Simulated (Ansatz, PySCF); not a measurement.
Reaction R1 → P1 + P2 + P3, each structure at its B3LYP-D3(BJ)/def2-TZVP stationary point, reached from a drawn start (curvature not checked).
P1: H atom, charge 0, multiplicity 2.
P2: H2 (SMILES [H][H]), charge 0, multiplicity 1.
P3: N atom, charge 0, multiplicity 4.
R1, NH3 (SMILES N) (charge 0, multiplicity 1):
```xyz
4

N      0.001    -0.004     0.279
H     -0.581    -0.742    -0.102
H     -0.354     0.875    -0.080
H      0.933    -0.130    -0.098
```

| level | reaction energy (kJ/mol) | minus CCSD(T)/cc-pVQZ |
|---|---|---|
| HF/cc-pVTZ | 483.9 | -289.0 |
| HF/cc-pVQZ | 488.1 | -284.9 |
| BLYP/def2-TZVPP | 799.9 | 26.9 |
| revPBE/def2-TZVPP | 785.2 | 12.3 |
| r2SCAN/def2-TZVPP | 778.0 | 5.0 |
| B97M-V/def2-TZVPP | 788.5 | 15.5 |
| B3LYP/def2-TZVPP | 794.2 | 21.2 |
| PBE0/def2-TZVPP | 793.9 | 21.0 |
| M06-2X/def2-TZVPP | 782.0 | 9.1 |
| CAM-B3LYP/def2-TZVPP | 799.5 | 26.6 |
| wB97M-V/def2-TZVPP | 796.4 | 23.4 |
| MP2/cc-pVDZ | 697.1 | -75.8 |
| MP2/cc-pVTZ | 766.2 | -6.8 |
| SCS-MP2/cc-pVDZ | 696.1 | -76.9 |
| SCS-MP2/cc-pVTZ | 771.1 | -1.9 |
| SCS-MP2/cc-pVQZ | 796.9 | 23.9 |
| CCSD/cc-pVTZ | 737.3 | -35.6 |
| CCSD/cc-pVQZ | 757.5 | -15.5 |
| CCSD(T)/cc-pVTZ | 751.4 | -21.6 |
| CCSD(T)/cc-pVQZ | 773.0 | 0.0 |

 The comparison column counts from a level with limits of its own.

P less R. No zero-point or thermal terms; singlets are restricted closed shells; open shells are unrestricted.

Cores are frozen in the correlated methods.

Run with Ansatz (a quantum-chemistry and plane-wave program) with Gaussian orbitals; PySCF for M06-2X. No computed number here is a measurement.
